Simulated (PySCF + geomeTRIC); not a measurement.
A geometry relaxed with PBE0-D3(BJ)/def2-TZVP run with PySCF + geomeTRIC, charge 0, multiplicity 1:

```xyz
4

F      1.8548    -0.3994     0.0098
In    -0.0127     0.0365    -0.0039
F     -1.3243    -1.3624    -0.0075
F     -0.5682     1.8721    -0.0151
```

### Question
Write the SMILES of this molecule.

### Answer
`[F][In]([F])[F]`
